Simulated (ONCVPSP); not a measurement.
**What one change does to a pseudopotential (Cl, ONCV)**

```json
{
  "Element": "Cl (Z = 17)",
  "Generator": "ONCVPSP 4.0.1",
  "Type": "optimised norm-conserving Vanderbilt (ONCV)",
  "Functional": "PBE",
  "Relativity": "scalar-relativistic",
  "Frozen core": "[Ne]",
  "Valence charge": "7",
  "Reference configuration": "3s2 3p5",
  "Partial waves": "3s: rc 1.15 bohr, ncon 3, nbas 7, qcut 6.4 1/bohr, 2 projectors, debl 0.6 Ha; 3p: rc 1.55 bohr, ncon 4, nbas 7, qcut 5.1 1/bohr, 2 projectors, debl 3.4 Ha; d scattering state at 0.04 Ha: rc 1.20 bohr, ncon 4, nbas 7, qcut 8.9 1/bohr, 2 projectors, debl 1.3 Ha",
  "Local potential": "polynomial inside 1.05 bohr (lpopt 5, dvloc0 6 Ha)",
  "Core correction": "Teter function, fcfact 4.75, rcfact 1.7"
}
```

In the s channel the program set the typed energies aside and used -0.760, 0.250 Ha.

Change: s: rc 0.94; local potential polynomial inside 0.94 bohr (lpopt 5, dvloc0 6 Ha).

Cutoffs: the cutoffs (Ha) at which the residual kinetic energy of the hardest occupied pseudo-wave falls to 1 and 0.1 mHa per electron; they do not see the model core or the augmentation charge, which bear on the density cutoff. Errors are all-electron minus pseudo energies relative to the spin-unpolarised reference configuration.

Task: Predict the effect on cutoff, ghosts and configuration errors.

Result: The potential gets harder (16 Ha and 28 Ha → 160 Ha and 194 Ha); a bound ghost appears in s, which as a rule spoils a file; of the 4 tests that both files solve, the error grows in 2 and shrinks in 0 by more than 15 % and 0.3 meV (median size 5.7 → 6.7 meV). A smaller radius makes the pseudo-wave follow the all-electron one further in, where it bends more sharply, so more plane waves are needed.

```tsv
quantity	base	changed
cutoff, loose	16 Ha	160 Ha
cutoff, tight	28 Ha	194 Ha
loose cutoff by channel	s 16 Ha, p 7.4 Ha	s 160 Ha, p 7.4 Ha
bound ghosts	none	s
GHOST(+) flags under 300 eV	none	none
error for 3s2 3p4, meV [ΔE 13.88 eV]	-0.1	-0.1
error for 3s2 3p3, meV [ΔE 39.32 eV]	0.0	-0.4
error for 3s2 3p2, meV [ΔE 77.63 eV]	-11	-13
error for 3s2 3p1, meV [ΔE 129.87 eV]	-70	-75
p: phases at 1.57 bohr within 0.05 rad from the reference energy up to (Ha; the scan ends near 5)	to the end of the scan	to the end of the scan
d: phases at 1.22 bohr within 0.05 rad from the reference energy up to (Ha; the scan ends near 5)	to the end of the scan	to the end of the scan
rms error of d²Exc/dni dnj with the model core, mHa	3.19	3.34
```

 A true bound ghost makes a file unfit for plane-wave use even where its test errors are small: the radial tests pick states by their node count and pass the ghost by.
